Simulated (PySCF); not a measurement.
Ru: excitation energy

Ru [Kr] 4d7 5s1 (5F) → Ru [Kr] 4d7 5p1 (high-spin determinant), as a difference of total energies. Computed with PySCF 2.14 in aug-cc-pVTZ-PP with ECP28MDF, with a scalar-relativistic core potential. Correlated levels: valence: 4s2 4p6 frozen. The calculations carry no spin-orbit coupling.

```csv
method,excitation energy (cm⁻¹)
UHF,23899
LDA,30083
PBE,28855
PBE0,27919
r2SCAN,29038
B97-3,27527
TPSSh,28325
BP86,29179
B3LYP,28292
MP2 (valence),27773
SCS-MP2 (valence),26709
```

The determinant of the upper state mixes LS terms, which raises its energy above the lowest term, most at the Hartree-Fock and MP2 levels.
